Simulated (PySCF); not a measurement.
Zr(OH)F3 (singlet state).
Geometry (PBE0-D3(BJ)/def2-SVP, Å), atoms numbered from 1 in this order:
```xyz
6
F3HOZr angstrom
Zr    -0.027   -0.074   -0.463
O      0.095    0.243    1.404
H      0.141    0.382    2.350
F      1.712   -0.278   -1.214
F     -0.897    1.394   -1.308
F     -1.023   -1.667   -0.768
```

The calculation used PySCF, TDDFT wB97X-D/def2-SVPD, vertical, gas phase, core orbitals frozen in the response, def2 core potentials past Kr. Spin–orbit coupling is left out.

Transition dipole moments from the ground state, in atomic units and in the frame of the coordinates above (overall signs are arbitrary), for the states with f of 0.002 or more among the lowest 8:

```csv
state,E (eV),μx,μy,μz
S2,8.027,0.115,-0.012,-0.017
S3,8.029,-0.004,-0.093,0.019
S4,8.576,0.021,-0.078,-0.531
S5,8.668,-0.023,0.452,-0.058
S6,8.671,0.453,0.031,0.029
S7,8.830,-0.028,-0.150,0.036
S8,8.835,-0.162,0.028,-0.021
```

Task: What oscillator strength does each state have?

Result: f = (2/3) ΔE |μ|² with ΔE in hartree (27.2114 eV).

```json
{"state": "S2", "|μ|² (au)": "0.014", "|μ| (D)": "0.30", "f": "0.003"}
{"state": "S3", "|μ|² (au)": "0.009", "|μ| (D)": "0.24", "f": "0.002"}
{"state": "S4", "|μ|² (au)": "0.288", "|μ| (D)": "1.36", "f": "0.061"}
{"state": "S5", "|μ|² (au)": "0.208", "|μ| (D)": "1.16", "f": "0.044"}
{"state": "S6", "|μ|² (au)": "0.207", "|μ| (D)": "1.16", "f": "0.044"}
{"state": "S7", "|μ|² (au)": "0.025", "|μ| (D)": "0.40", "f": "0.005"}
{"state": "S8", "|μ|² (au)": "0.027", "|μ| (D)": "0.42", "f": "0.006"}
```

Task: Which bond between heavy atoms lies closest to the direction of the S4 transition dipole?

Result: Zr1–O2, at 6° from it; next Zr1–F4 at 64°.

Task: What peak molar absorption coefficient would the strongest computed level give as a lone Gaussian band 0.4 eV wide at half height?

Result: ε(max) = 2.175×10⁸ f / FWHM, with the width in cm⁻¹. S5/S6 (f summed): 2.175×10⁸ × 0.0883 / 3226 ≈ 6000 L mol⁻¹ cm⁻¹.

S2/S3, S5/S6 and S7/S8 coincide within about 0.01 eV; within a degenerate level the directions of the single components are arbitrary.

All these states lie below the vertical ionisation energy of 13.01 eV (ΔSCF).
